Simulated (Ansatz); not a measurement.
## Nudged elastic band run: CH8AlNSi

The input (input.yaml):

```yaml
crystal:
  periodic: [false, false, false]
  atoms:
    - { symbol: C, position_ang: [-0.392119, 1.385855, -0.304154] }
    - { symbol: "N", position_ang: [-0.012212, 0.043943, 0.143688] }
    - { symbol: Al, position_ang: [0.056304, -0.360263, 1.892348] }
    - { symbol: Si, position_ang: [0.35574, -1.088044, -1.127311] }
    - { symbol: H, position_ang: [-1.282866, 1.360664, -0.947557] }
    - { symbol: H, position_ang: [-0.622535, 2.032194, 0.550493] }
    - { symbol: H, position_ang: [0.416118, 1.866929, -0.872771] }
    - { symbol: H, position_ang: [-0.318063, 0.812695, 2.901175] }
    - { symbol: H, position_ang: [0.481177, -1.829879, 2.317261] }
    - { symbol: H, position_ang: [-0.811576, -1.275791, -2.042029] }
    - { symbol: H, position_ang: [1.494304, -0.611867, -1.971091] }
    - { symbol: H, position_ang: [0.712729, -2.391437, -0.505951] }
basis:
  gaussian: { orbitals: "6-31G*" }
hamiltonian:
  xc: pbe0
neb:
  order_check: false
  images: 5
  f_tol: 0.05
  max_iterations: 56
  final_atoms:
    - { symbol: C, position_ang: [-0.4004147, 1.38357814, -0.30539004] }
    - { symbol: "N", position_ang: [-0.02496919, 0.04092532, 0.14300757] }
    - { symbol: Al, position_ang: [-0.09426331, -0.40628305, 1.88134992] }
    - { symbol: Si, position_ang: [0.47707848, -1.05056959, -1.11733901] }
    - { symbol: H, position_ang: [-0.70261044, 2.00868476, 0.5431528] }
    - { symbol: H, position_ang: [0.43552339, 1.8914294, -0.80725985] }
    - { symbol: H, position_ang: [-1.2439214, 1.3542806, -1.00979889] }
    - { symbol: H, position_ang: [-0.57996806, 0.73110397, 2.88358385] }
    - { symbol: H, position_ang: [0.32902269, -1.87722328, 2.30372409] }
    - { symbol: H, position_ang: [-0.60453807, -1.24897032, -2.1300578] }
    - { symbol: H, position_ang: [1.66664038, -0.52358361, -1.85355895] }
    - { symbol: H, position_ang: [0.81942124, -2.35837334, -0.49731269] }
  initial_path:
    images:
      - { positions_ang: [[-0.392119, 1.385855, -0.304154], [-0.012212, 0.043943, 0.143688], [0.056304, -0.360263, 1.892348], [0.35574, -1.088044, -1.127311], [-1.282866, 1.360664, -0.947557], [-0.622535, 2.032194, 0.550493], [0.416118, 1.866929, -0.872771], [-0.318063, 0.812695, 2.901175], [0.481177, -1.829879, 2.317261], [-0.811576, -1.275791, -2.042029], [1.494304, -0.611867, -1.971091], [0.712729, -2.391437, -0.505951]] }
      - { positions_ang: [[-0.51290662, 1.31065916, -0.31788644], [-0.22699977, -0.04124745, 0.09222498], [0.03511653, -0.36867249, 1.85022303], [0.44306134, -1.04814153, -1.11998126], [-1.45064693, 1.43714447, -0.64110833], [-0.42061359, 1.95575962, 0.46036191], [0.08254222, 1.71851085, -1.05525546], [0.28027531, 0.63036982, 2.65489452], [0.04525555, -1.60552083, 2.51977099], [-0.51641577, -1.14046431, -2.18622338], [1.6078752, -0.51062775, -1.63624212], [0.71045754, -2.39277055, -0.58667744]] }
      - { positions_ang: [[-0.63369425, 1.23546332, -0.33161888], [-0.44178754, -0.1264379, 0.04076197], [0.01392905, -0.37708198, 1.80809805], [0.53038268, -1.00823906, -1.11265152], [-1.61842786, 1.51362495, -0.33465967], [-0.21869218, 1.87932524, 0.37023082], [-0.25103357, 1.57009269, -1.23773992], [0.87861362, 0.44804464, 2.40861404], [-0.3906659, -1.38116267, 2.72228097], [-0.22125554, -1.00513763, -2.33041775], [1.7214464, -0.40938851, -1.30139323], [0.70818608, -2.3941041, -0.66740387]] }
      - { positions_ang: [[-0.75448187, 1.16026748, -0.34535132], [-0.65657531, -0.21162835, -0.01070105], [-0.00725842, -0.38549147, 1.76597308], [0.61770402, -0.9683366, -1.10532178], [-1.78620879, 1.59010542, -0.028211], [-0.01677077, 1.80289086, 0.28009973], [-0.58460935, 1.42167454, -1.42022438], [1.47695194, 0.26571946, 2.16233356], [-0.82658736, -1.1568045, 2.92479096], [0.07390469, -0.86981094, -2.47461213], [1.83501761, -0.30814926, -0.96654435], [0.70591462, -2.39543764, -0.74813031]] }
      - { positions_ang: [[-0.63645948, 1.23470436, -0.3320309], [-0.44603994, -0.12744379, 0.04053516], [-0.03626005, -0.392422, 1.80443203], [0.57082884, -0.99574759, -1.10932753], [-1.42500934, 1.72963187, 0.1622436], [0.13399395, 1.83240371, -0.08235347], [-0.80438004, 1.39920989, -1.28341588], [0.79131194, 0.42084763, 2.40275032], [-0.44138401, -1.3969441, 2.71776867], [-0.1522429, -0.9961974, -2.35976069], [1.77889187, -0.37996071, -1.26221588], [0.74375016, -2.38308288, -0.66452444]] }
      - { positions_ang: [[-0.51843709, 1.30914125, -0.31871047], [-0.23550456, -0.04325924, 0.09177136], [-0.06526168, -0.39935252, 1.84289097], [0.52395366, -1.02315859, -1.11333327], [-1.06380989, 1.86915832, 0.3526982], [0.28475867, 1.86191656, -0.44480666], [-1.02415072, 1.37674524, -1.14660738], [0.10567194, 0.5759758, 2.64316709], [-0.05618066, -1.63708369, 2.51074638], [-0.37839049, -1.12258386, -2.24490925], [1.72276612, -0.45177216, -1.55788741], [0.7815857, -2.37072811, -0.58091856]] }
      - { positions_ang: [[-0.4004147, 1.38357814, -0.30539004], [-0.02496919, 0.04092532, 0.14300757], [-0.09426331, -0.40628305, 1.88134992], [0.47707848, -1.05056959, -1.11733901], [-0.70261044, 2.00868476, 0.5431528], [0.43552339, 1.8914294, -0.80725985], [-1.2439214, 1.3542806, -1.00979889], [-0.57996806, 0.73110397, 2.88358385], [0.32902269, -1.87722328, 2.30372409], [-0.60453807, -1.24897032, -2.1300578], [1.66664038, -0.52358361, -1.85355895], [0.81942124, -2.35837334, -0.49731269]] }
```

Launched with:

```bash
$ ansatz run input.yaml --threads 1 --pin off --max-ram 2048MiB --backend cpu --events-out ev --progress --plain --runs-dir out
```

Output, in part (warnings, iteration lines, the closing report on the highest movable image, with atoms numbered from 0):

```
NEB end point (image 0): max|allowed force component| = 5.009e-3 eV/Å (the criterion of neb.relax_end_points is 1.000e-2)
NEB end point (image 6): max|allowed force component| = 1.526e-2 eV/Å (the criterion of neb.relax_end_points is 1.000e-2)
NEB iter   1: max|band force component| = 6.500e0 eV/Å  barrier→ = 2.5724 eV  barrier← = 2.5725 eV  Δτ_max = 0.1946 Å  (174 SCF iters)
NEB iter   2: max|band force component| = 2.511e0 eV/Å  barrier→ = 0.7547 eV  barrier← = 0.7547 eV  Δτ_max = 0.1678 Å  (138 SCF iters)
NEB iter   3: max|band force component| = 9.147e-1 eV/Å  barrier→ = 0.5989 eV  barrier← = 0.5990 eV  Δτ_max = 0.1577 Å  (139 SCF iters)
NEB iter   4: max|band force component| = 3.241e-1 eV/Å  barrier→ = 0.5419 eV  barrier← = 0.5420 eV  CI = image 3  Δτ_max = 0.1975 Å  (137 SCF iters)
NEB iter   5: max|band force component| = 4.583e-1 eV/Å  barrier→ = 0.4853 eV  barrier← = 0.4853 eV  CI = image 3  Δτ_max = 0.0999 Å  (132 SCF iters)
NEB iter   6: max|band force component| = 4.240e-1 eV/Å  barrier→ = 0.4600 eV  barrier← = 0.4601 eV  CI = image 3  Δτ_max = 0.1004 Å  (138 SCF iters)
NEB iter   7: max|band force component| = 3.877e-1 eV/Å  barrier→ = 0.4319 eV  barrier← = 0.4320 eV  CI = image 3  Δτ_max = 0.1996 Å  (137 SCF iters)
NEB iter   8: max|band force component| = 3.103e-1 eV/Å  barrier→ = 0.3689 eV  barrier← = 0.3690 eV  CI = image 3  Δτ_max = 0.1989 Å  (134 SCF iters)
NEB iter   9: max|band force component| = 4.165e-1 eV/Å  barrier→ = 0.3675 eV  barrier← = 0.3675 eV  CI = image 3  Δτ_max = 0.1984 Å  (129 SCF iters)
NEB iter  10: max|band force component| = 2.151e-1 eV/Å  barrier→ = 0.3736 eV  barrier← = 0.3736 eV  CI = image 3  Δτ_max = 0.1981 Å  (137 SCF iters)
NEB iter  11: max|band force component| = 2.186e-1 eV/Å  barrier→ = 0.4401 eV  barrier← = 0.4401 eV  CI = image 3  Δτ_max = 0.0997 Å  (136 SCF iters)
NEB iter  12: max|band force component| = 2.383e-1 eV/Å  barrier→ = 0.4140 eV  barrier← = 0.4140 eV  CI = image 3  Δτ_max = 0.2000 Å  (132 SCF iters)
NEB iter  13: max|band force component| = 2.217e-1 eV/Å  barrier→ = 0.3585 eV  barrier← = 0.3585 eV  CI = image 3  Δτ_max = 0.1995 Å  (136 SCF iters)
NEB iter  14: max|band force component| = 2.054e-1 eV/Å  barrier→ = 0.2930 eV  barrier← = 0.2930 eV  CI = image 3  Δτ_max = 0.2000 Å  (137 SCF iters)
NEB iter  15: max|band force component| = 6.447e-1 eV/Å  barrier→ = 0.3725 eV  barrier← = 0.3725 eV  CI = image 3  Δτ_max = 0.1001 Å  (134 SCF iters)
NEB iter  16: max|band force component| = 5.601e-1 eV/Å  barrier→ = 0.3277 eV  barrier← = 0.3278 eV  CI = image 3  Δτ_max = 0.1999 Å  (132 SCF iters)
NEB iter  17: max|band force component| = 4.255e-1 eV/Å  barrier→ = 0.2482 eV  barrier← = 0.2482 eV  CI = image 3  Δτ_max = 0.1993 Å  (135 SCF iters)
NEB iter  18: max|band force component| = 3.951e-1 eV/Å  barrier→ = 0.1860 eV  barrier← = 0.1860 eV  CI = image 3  Δτ_max = 0.1991 Å  (135 SCF iters)
NEB iter  19: max|band force component| = 3.704e-1 eV/Å  barrier→ = 0.1427 eV  barrier← = 0.1427 eV  CI = image 3  Δτ_max = 0.1997 Å  (131 SCF iters)
NEB iter  20: max|band force component| = 3.863e-1 eV/Å  barrier→ = 0.1115 eV  barrier← = 0.1115 eV  CI = image 3  Δτ_max = 0.1984 Å  (127 SCF iters)
NEB iter  21: max|band force component| = 3.371e-1 eV/Å  barrier→ = 0.0884 eV  barrier← = 0.0884 eV  CI = image 3  Δτ_max = 0.1994 Å  (132 SCF iters)
NEB iter  22: max|band force component| = 1.744e-1 eV/Å  barrier→ = 0.0794 eV  barrier← = 0.0795 eV  CI = image 3  Δτ_max = 0.1389 Å  (133 SCF iters)
NEB iter  23: max|band force component| = 8.042e-2 eV/Å  barrier→ = 0.0817 eV  barrier← = 0.0817 eV  CI = image 3  Δτ_max = 0.0290 Å  (134 SCF iters)
NEB iter  24: max|band force component| = 5.765e-2 eV/Å  barrier→ = 0.0812 eV  barrier← = 0.0813 eV  CI = image 3  Δτ_max = 0.0070 Å  (127 SCF iters)
NEB iter  25: max|band force component| = 4.067e-2 eV/Å  barrier→ = 0.0811 eV  barrier← = 0.0811 eV  CI = image 3  Δτ_max = 0.0000 Å  (226 SCF iters)
Total energy: -17121.83044065 eV, -629.2156631004 hartree
Atom 0 at    -0.341443     1.413311    -0.294761 Å, force    -0.003250     0.001320     0.005621 eV/Å
Atom 1 at    -0.019843     0.047018     0.142759 Å, force    -0.000023    -0.003360    -0.021124 eV/Å
Atom 2 at    -0.065290    -0.407624     1.882093 Å, force     0.000081    -0.002515     0.003474 eV/Å
Atom 3 at     0.396756    -1.071586    -1.121759 Å, force     0.000024     0.001106     0.006292 eV/Å
Atom 4 at    -1.359120     1.702349    -0.006515 Å, force     0.004562     0.001598     0.000779 eV/Å
Atom 5 at     0.351513     2.148939     0.130644 Å, force    -0.001433     0.000352    -0.001242 eV/Å
Atom 6 at    -0.280241     1.513357    -1.386465 Å, force    -0.001853     0.000994     0.001480 eV/Å
Atom 7 at    -0.465202     0.735788     2.914743 Å, force    -0.000753    -0.001150     0.002055 eV/Å
Atom 8 at     0.290101    -1.902393     2.281503 Å, force     0.000603     0.002276     0.000808 eV/Å
Atom 9 at    -0.715884    -1.238209    -2.106254 Å, force    -0.003127    -0.000023     0.000687 eV/Å
Atom 10 at     1.584500    -0.607092    -1.901614 Å, force     0.005017    -0.003048     0.001266 eV/Å
Atom 11 at     0.701153    -2.388859    -0.500272 Å, force     0.000152     0.002449    -0.000096 eV/Å
Dipole moment:    -0.047327     0.193265    -0.040360 e Å
```

The run converged. A vibrational analysis at the climbing image gives one clearly imaginary mode, 182i cm⁻¹: a first-order saddle point.

Final band (atoms are numbered from 1 in the order of the input):

| image | path coordinate (Å) | energy (eV) | dihedral H7–C1–N2–Al3 (°) |
| --- | --- | --- | --- |
| 0 | 0.00 | 0.000 | 119 |
| 1 | 0.61 | 0.019 | 140 |
| 2 | 1.21 | 0.060 | 160 |
| 3 | 1.82 | 0.081 | -179 |
| 4 | 2.40 | 0.059 | -160 |
| 5 | 2.98 | 0.019 | -140 |
| 6 | 3.56 | 0.000 | -120 |

The run took 10 min on 1 thread of Arm Neoverse V1, on a shared host, peak memory 0.18 GiB.
